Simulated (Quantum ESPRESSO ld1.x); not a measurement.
Task: Species: Bi56+. Configuration: [Ar] 3d9 (the NIST ground configuration). Method: scalar-relativistic Kohn-Sham, LDA (Slater exchange, VWN5 correlation), spin-polarised, spherical densities, point nucleus; open shells are filled with parallel spins first; computed with ld1.x of Quantum ESPRESSO 7.5. Some entries of the table are withheld. Estimate them.

| orbital | occ. | eigenvalue (hartree) | <r> (bohr) |
|---|---|---|---|
| 1s up | 1 | -3455.10 | 0.01579 |
| 1s down | 1 | -3455.10 | 0.01579 |
| 2s up | 1 | -720.644 | 0.06632 |
| 2s down | 1 | -720.467 | 0.06631 |
| 2p up | 3 | -634.541 | 0.06034 |
| 2p down | 3 | -634.392 | 0.06033 |
| 3s up | 1 | -258.822 | 0.1675 |
| 3s down | 1 | -258.624 | 0.1675 |
| 3p up | 3 | -233.967 | 0.1682 |
| 3p down | 3 | -233.772 | 0.1683 |
| 3d up | 5 | -210.594 | 0.1512 |
| 3d down | 4 | -210.356 | 0.1512 |
| 4s up | 0 | -130.086 | (1) |
| 4s down | 0 | -130.016 | (2) |
| 4p up | 0 | -120.480 | 0.3347 |
| 4p down | 0 | -120.413 | 0.3349 |

Result: 
(1) 4s up <r> (bohr): 0.3260
(2) 4s down <r> (bohr): 0.3261
